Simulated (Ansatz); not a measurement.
Start from `[CH3][Sn][SH]` and change one atom or group to get `[CH3][Sn][Br]`.

Ansatz, PBE0-D4/def2-TZVP geometries, multiplicity 1. Each molecule was computed in one conformer, which needn't be the lowest.

Elements past krypton have def2 core potentials. Scalar relativity is left out up to krypton. Spin–orbit coupling is left out; it splits and shifts lone-pair levels of the heavy atoms by tenths of an eV.

| property | `[CH3][Sn][SH]` |
| --- | --- |
| size of the dipole moment (ωB97M-V/def2-TZVPP) / D | 1.98 |
| HOMO–LUMO gap (PBE0/def2-TZVPP) / eV | 4.18 |
| LUMO energy (PBE0/def2-TZVPP) / eV | -2.40 |
| HOMO–LUMO gap (PBE/def2-TZVPP) / eV | 2.52 |
| zero-point energy (PBE0-D4/def2-TZVP) / kJ/mol | 116.0 |
| LUMO energy (PBE/def2-TZVPP) / eV | -3.08 |

**Question.** What does the change do to each property? (Estimate.)

**Answer.** Ansatz gave: 
| property | `[CH3][Sn][Br]` | shift |
| --- | --- | --- |
| size of the dipole moment (ωB97M-V/def2-TZVPP) / D | 3.02 | 1.04 |
| HOMO–LUMO gap (PBE0/def2-TZVPP) / eV | 3.87 | -0.31 |
| LUMO energy (PBE0/def2-TZVPP) / eV | -2.79 | -0.39 |
| HOMO–LUMO gap (PBE/def2-TZVPP) / eV | 2.16 | -0.36 |
| zero-point energy (PBE0-D4/def2-TZVP) / kJ/mol | 93.1 | -22.9 |
| LUMO energy (PBE/def2-TZVPP) / eV | -3.48 | -0.40 |

With PBE0 the HOMO falls by 0.08 eV and the LUMO falls by 0.39 eV, so the gap narrows by about 0.31 eV. PBE moves the HOMO by -0.04 eV and ωB97M-V by -0.09 eV. The zero-point energy changes by -22.9 kJ/mol with -3 modes. Dipoles are sizes alone; their direction can turn.
